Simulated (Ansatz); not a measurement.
Basis sets compared for Ge(vinyl)2H2 (C4H8Ge). Total charge 0; singlet. Geometry PBE-D4/def2-SVP. Ansatz on 2 threads of AMD EPYC 7R13 on a shared host; times are rough, and most runs start from earlier orbitals.

```xyz
13

Ge    0.634    0.357    0.357
C     0.210   -1.548    0.483
C     1.036   -2.519    0.050
H    -0.767   -1.827    0.918
H     2.021   -2.291   -0.393
H     0.770   -3.589    0.119
C    -0.687    1.279   -0.750
C    -1.467    2.276   -0.294
H    -0.802    0.943   -1.798
H    -1.393    2.646    0.744
H    -2.217    2.774   -0.934
H     2.056    0.473   -0.263
H     0.607    1.026    1.761
```

Binding counts from free atoms (Ge triplet, C triplet, H doublet) in the same basis, without a counterpoise term.

| level | functions | energy (Eh) | HOMO (eV) | LUMO (eV) | binding per atom (eV) | wall time |
| --- | --- | --- | --- | --- | --- | --- |
| PBE-D4/def2-SVP | 128 | -2233.2743 | -6.51 | -1.38 | 4.06 | 1.4 s |
| PBE0-D4/def2-SVP | 128 | -2233.3537 | -7.66 | -0.39 | 4.01 | 2.1 s |

(1) Estimate the rows for PBE-D4/def2-TZVP, PBE0-D4/def2-TZVP.

Answers

(1) 
| level | functions | energy (Eh) | HOMO (eV) | LUMO (eV) | binding per atom (eV) | wall time |
| --- | --- | --- | --- | --- | --- | --- |
| PBE-D4/def2-TZVP | 220 | -2233.7087 | -6.60 | -1.56 | 4.03 | 2.5 s |
| PBE0-D4/def2-TZVP | 220 | -2233.7830 | -7.71 | -0.57 | 3.97 | 4.4 s |
